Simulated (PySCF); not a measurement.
Low-lying terms of W⁶⁺ (tungsten, charge +6)

Ground state [Xe] 4f14, ¹S. All numbers are calculated (PySCF 2.14, a scalar-relativistic core potential, in aug-cc-pVQZ-PP with ECP60MDF (7s7p6d4f3g2h, 135 functions)). Vertical excitation energies in eV without spin-orbit coupling; excited terms of each kind are numbered among those the solver found. Frozen: nothing.

```csv
term,leading excitation,EOM-EE-CCSD
1 3P°,5p → d,42.469
1 3F°,5p → d,43.782
1 1D°,5p → d,45.891
1 3D°,5p → d,46.061
1 1F°,5p → d,46.272
1 1P°,5p → d,55.323
1 3S,5p → p,67.281
1 3D,5p → p,68.602
1 1D,5p → p,69.042
1 1P,5p → p,69.402
1 3P,5p → p,69.472
1 1S,5p → p,70.875
1 3G,5p → f,80.467
2 1D,5p → f,80.585
```

The spin-orbit splitting of the hole, absent here, rivals or exceeds the spacing of these terms, so the LS terms are model states.

The 4f shell lies in the core potential, so 4f excitations, among the lowest in this ion, cannot appear.

The solver can miss terms.
